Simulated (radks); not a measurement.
Results of a calculation; reference values are marked as such.
Problem. Ag I, configuration [Kr] 4d9.5 5s1 5p0.5 (fractional occupations, a model configuration). Level of theory: scalar-relativistic Kohn-Sham, r2SCAN, spin-polarised, spherical densities, finite nucleus; open shells are filled with parallel spins first (spin-orbit coupling, left out, can overturn this in heavy ions); meta-GGA in the generalised Kohn-Sham scheme; Fermi nuclear charge, rms radius 4.5454 fm (a radial shooting solver on a logarithmic mesh with Libxc functionals). Some entries of the table are withheld. Estimate them.

orbital  occ.  eigenvalue (hartree)  r(max) (bohr)
1s up       1             -932.7876        0.02016
1s down     1             -932.7867        0.02016
2s up       1             -137.9535         0.1139
2s down     1             -137.9494         0.1139
2p up       3             -123.6459        0.09116
2p down     3             -123.6425        0.09116
3s up       1             -25.59490         0.3321
3s down     1             -25.59302         0.3321
3p up       3             -20.85772         0.3255
3p down     3             -20.85530         0.3255
3d up       5             -13.40601         0.2744
3d down     5             -13.40203         0.2744
4s up       1              -3.70593         0.8241
4s down     1              -3.68881         0.8241
4p up       3                   (1)         0.8775
4p down     3                   (2)         0.8774
4d up       5              -0.38556          1.031
4d down   4.5              -0.35903          1.029
5s up       1              -0.23448            (3)
5s down     0              -0.15847            (4)
5p up     0.5              -0.06452          3.280

Solution. 
(1) 4p up eigenvalue (hartree): -2.33114
(2) 4p down eigenvalue (hartree): -2.31319
(3) 5s up r(max) (bohr): 2.457
(4) 5s down r(max) (bohr): 2.424
